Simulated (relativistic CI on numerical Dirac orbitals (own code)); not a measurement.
# Pb XVIII: sensitivity of the levels to the model

Base calculation: Dirac-Coulomb-Breit CI, separate exchange-only KLI orbitals for each configuration, QED by a radiative potential, unscaled Slater integrals.

Configuration list (outside the closed core [Kr] 4d10): 4f¹⁴5s²5p³, 4f¹⁴5s5p⁴, 4f¹⁴5s²5p²5d, 4f¹³5s²5p⁴, 4f¹⁴5s5p³5d, 4f¹⁴5s²5p²5f, 4f¹⁴5s5p³5f, 4f¹⁴5s²5p²5g, 4f¹⁴5s²5p²6s, 4f¹⁴5p⁴5d, 4f¹³5s²5p³5d, 4f¹⁴5s5p²5d², 4f¹⁴5s5p³5g, 4f¹⁴5s²5p²6p, 4f¹⁴5s²5p5d5f, 4f¹⁴5p⁴6s, 4f¹⁴5s5p³6s, 4f¹⁴5s²5p²6d, 4f¹⁴5s5p²5d6s, 4f¹³5s²5p³6s, 4f¹⁴5p⁵, 4f¹³5p⁶, 4f¹⁴5s²5p5d², 4f¹⁴5s²5d³, 4f¹⁴5s5p5d³, 4f¹⁴5s²5d²5f, 4f¹⁴5s5p5d²5f, 4f¹⁴5p³5d², 4f¹⁴5p²5d³, 4f¹³5p⁴5d², 4f¹⁴5p²5d²5f, 4f¹⁴5s²5p5f², 4f¹⁴5s²5d5f², 4f¹⁴5s5p5d5f², 4f¹⁴5s²5f³, 4f¹⁴5s5p5f³, 4f¹⁴5s²5p5d6s, 4f¹⁴5s²5d²6s, 4f¹⁴5s5p5d²6s, 4f¹⁴5s²5d5f6s, 4f¹⁴5s5p5d5f6s, 4f¹⁴5p⁴5f, 4f¹³5p⁵5f, 4f¹⁴5s²5p6s², 4f¹⁴5s²5d6s², 4f¹⁴5s5p5d6s², 4f¹⁴5s²5f6s², 4f¹⁴5s5p5f6s². Double excitations out of closed p, d and f shells are left out; levels of such configurations are missing from the list, as are those of other unlisted configurations, and high levels can miss mixing partners. Some configurations lack a partner that the ground configuration has and come out too high, among them 4f¹³5s²5p³5d, 4f¹³5s²5p³6s, 4f¹⁴5s²5p²5g, 4f¹⁴5s5p³5g, 4f¹⁴5s²5p²6p.

Variants: (1) configuration mixing switched off. Shifts of the energy above 4f¹⁴5s²5p³ ²P°3/2, in cm⁻¹, for the lowest level and the first level of each name with at least 55 % of one term (blank where a level changes its place among those of its configuration and J or its character, or is not in the variant):

```tsv
Level	Base	Δ(1)
4f¹⁴5s²5p³ ²P°3/2	0	0
4f¹⁴5s²5p³ ²D°5/2	227776	+2656
4f¹⁴5s²5p³ ²P°1/2	255719	+3735
4f¹⁴5s5p⁴ ⁴P5/2	561402	+19567
4f¹³5s²5p⁴ ⁴G°11/2	739515	-16146
4f¹³5s²5p⁴ ²D°3/2	743006	-16156
4f¹⁴5s²5p²5d ⁴D1/2	776291	+6882
4f¹³5s²5p⁴ ⁴D°1/2	782891	-15953
4f¹⁴5s²5p²5d ²G9/2	838777	+1122
4f¹³5s²5p⁴ ²H°11/2	998114	-16167
4f¹³5s²5p⁴ ²P°3/2	1011922	-16361
4f¹³5s²5p⁴ ⁴F°3/2	1016867	-16061
4f¹³5s²5p⁴ ²H°9/2	1037955	-16137
4f¹³5s²5p⁴ ²P°1/2	1052773	-16103
```

At this charge transitions that keep the count of f electrons are usually good to a few per cent. Levels that differ in their count of f electrons can be misplaced by several ten thousand cm⁻¹, since the correlation energy of f electrons is missing or only estimated; rates across such gaps can be off by orders of magnitude.

Ionisation energy from one configuration of each of the two ions, the ground ones as tabulated or assumed: base 411.575 eV. The NIST ASD value (theoretical) is 427 ± 21 eV.

LS names give the leading component of a level, which can be under half, so a name can repeat, a term be missing and a line seem to break the LS rules.
